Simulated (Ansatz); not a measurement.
Molecule: HgO, net charge 0, singlet state. 
Coordinates optimised at B3LYP-D3(BJ)/def2-TZVP (Ansatz, an electronic-structure program):
```
Hg
O 1 1.9180
```
Charge 0, spin multiplicity 1.

Property: atomisation energy (electronic, to ground-state atoms), in kcal/mol. Valence correlation only, unless marked. Open shells are spin-unrestricted. Spin-orbit coupling is left out. The frozen core is the preceding noble-gas configuration, with the filled d and f shells of earlier blocks. Past Kr the def2 sets carry scalar-relativistic core potentials. The coupled-cluster limit lacks core correlation, which all-electron functionals hold. CBS(X,Y): correlation extrapolated as X^-3; Hartree-Fock from the larger set.

| level | program | atomisation energy (kcal/mol) | rough core time |
|---|---|---|---|
| HF/def2-TZVPP | Ansatz | -65.5 | - |
| HF/def2-QZVPPD | Ansatz | -64.5 | - |
| BLYP-D3(BJ)/def2-TZVPD | Ansatz + dftd3 | 10.2 | under 20 s |
| revPBE-D4/def2-TZVPD | Ansatz + dftd4 | 8.3 | under 20 s |
| r2SCAN/def2-TZVPD | Ansatz | 3.9 | under 20 s |
| r2SCAN-D4/def2-TZVPD | Ansatz + dftd4 | 4.0 | under 20 s |
| B3LYP-D3(BJ)/def2-TZVPD | Ansatz + dftd3 | -0.4 | under 20 s |
| PBE0-D4/def2-TZVPD | Ansatz + dftd4 | -2.5 | under 20 s |
| BHLYP/def2-TZVPD | Ansatz | -19.2 | under 20 s |
| r2SCANh-D4/def2-TZVPD | Ansatz + dftd4 | -1.7 | under 20 s |
| CAM-B3LYP-D4/def2-TZVPD | Ansatz + dftd4 | -2.2 | under 20 s |
| wB97X/def2-TZVPD | Ansatz | -3.9 | under 20 s |
| B2GP-PLYP-D4/def2-TZVPD | Ansatz + dftd4 | -0.8 | under 20 s |
| B2PLYP/def2-TZVPD | Ansatz | 1.7 | under 20 s |
| MP2/def2-TZVPP | Ansatz | 1.3 | - |
| MP2/CBS(def2-TZVPP,def2-QZVPP) | Ansatz | 9.0 | - |
| MP2/CBS(def2-TZVPPD,def2-QZVPPD) | Ansatz | 8.4 | - |
| RI-MP2/def2-TZVPPD | Ansatz | 3.7 | under 20 s |
| CCSD/def2-SVP | Ansatz | -20.6 | - |
| CCSD(T)/def2-SVPD | Ansatz | -7.1 | under 20 s |
| CCSD(T)/CBS(def2-TZVPPD,def2-QZVPPD) | Ansatz | 2.5 | 70 s |

Core times are rough, on shared machines, summed over the molecules involved; a dash marks a level read off another run, or run on other hardware, by another program or under a memory cap.

The Hartree-Fock reference is unstable (checked in the largest basis), which strains HF and MP2. The T1 diagnostic of CCSD in the largest basis is 0.030, which is high, so the coupled-cluster rows are less sure than usual.
